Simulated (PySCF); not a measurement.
H₁₀PSi₃, SMILES [PH+]([SiH3])([SiH3])[SiH3], charge +1. The structure is a stationary point at PBE-D3(BJ)/def2-SVP. The isomer is the one that the SMILES or the coordinates give; other isomers of the formula were not compared.

Computed equilibrium geometry at PBE-D3(BJ)/def2-SVP (PySCF confirms it by a frequency run) as Cartesian coordinates in Å, and its point group:
point group C3v.
```xyz
14

Si    -1.9197     1.1083    -0.1617
P      0.0000     0.0000     0.4905
Si     1.9197     1.1083    -0.1617
Si     0.0000    -2.2166    -0.1617
H     -1.7846     2.4817     0.4128
H     -1.8496     1.0679    -1.6548
H     -3.0415     0.3047     0.4128
H      0.0000     0.0000     1.9198
H      1.7846     2.4817     0.4128
H      1.8496     1.0679    -1.6548
H      3.0415     0.3047     0.4128
H      1.2569    -2.7864     0.4128
H     -1.2569    -2.7864     0.4128
H      0.0000    -2.1357    -1.6548
```
Charge +1, spin multiplicity 1.
